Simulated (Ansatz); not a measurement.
Consider the cleavage of the B–Si bond: `FB(S)[SiH2][SiH3]` + NH₃ → `NB(F)S` + `[SiH3][SiH3]`.

Isolated molecules relaxed with PBE0-D4/def2-TZVP in Ansatz; ΔE leaves out vibrations. CBS: MP2 limit from def2 TZ/QZ plus the TZ coupled-cluster correction, frozen cores. This one scheme is used for every species. DFT in def2-TZVPP. Each species was taken in one conformer, which may not be the lowest.

CCSD(T)/CBS gives -119.9 kJ/mol.

(1) Another level gave -126.5 kJ/mol. Which?
A. CCSD(T)/def2-TZVPP
B. PBE0-D4/def2-TZVPP
C. PBE-D4/def2-TZVPP
D. CCSD/def2-TZVPP

Largest T1 diagnostic among the species: 0.015.

Results:

(1) D. CCSD/def2-TZVPP -126.5, PBE-D4 -109.0, CCSD(T)/def2-TZVPP -121.9, PBE0-D4 -117.3 kJ/mol.

From PBE to PBE0 (25 % exact exchange), in def2-TZVPP and without D4, ΔE moves by −8.4 kJ/mol. The D4 term adds +5.2 kJ/mol with B3LYP and +3.3 kJ/mol with PBE0; it sums over pairs of atoms, weighted by their polarisabilities, and B3LYP, whose exchange is more repulsive, gets the larger term.

B3LYP here is the variant with VWN-RPA as its local correlation; programs differ in this.
